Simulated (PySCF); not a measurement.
## Bond curve of BiP

Set-up: basis Bi cc-pVDZ-PP with ECP60, P cc-pV(D+d)Z; scalar-relativistic core potentials; PySCF 2.14. Energies in eV from Bi + P in their ground configurations at the same level. State: ¹Σ⁺ (singlet), closed shell.

| R (Å) | PBE0 |
| --- | --- |
| 1.968 | -1.168 |
| 2.060 | -2.141 |
| 2.152 | -2.661 |
| 2.220 | -2.834 |
| 2.289 | -2.867 |
| 2.358 | -2.794 |
| 2.449 | -2.575 |
| 2.564 | -2.171 |
| 2.701 | -1.579 |
| 2.884 | -0.720 |

Put a parabola through the three lowest points of the PBE0 curve and estimate Re, k and ωe (reduced mass 26.98 u; 1 eV/Å² = 0.16022 mdyn/Å; ωe = 1302.8·√(k/μ) cm⁻¹).

Through R = 2.22, 2.289, 2.358 Å the second-order coefficient is 11.1 eV/Å², so Re ≈ 2.276 Å, k ≈ 3.57 mdyn/Å and ωe ≈ 474 cm⁻¹. A polynomial fit of higher order to the unrounded PBE0 energies gives Re = 2.273 Å, k = 3.83 mdyn/Å, ωe = 491 cm⁻¹; anharmonicity and rounding make the difference.

The higher-order fit for each curve: PBE0: Re = 2.273 Å, ωe = 491 cm⁻¹, De = 2.87 eV.

These are scalar-relativistic numbers at best; spin–orbit coupling would shift them, the dissociation energy most.
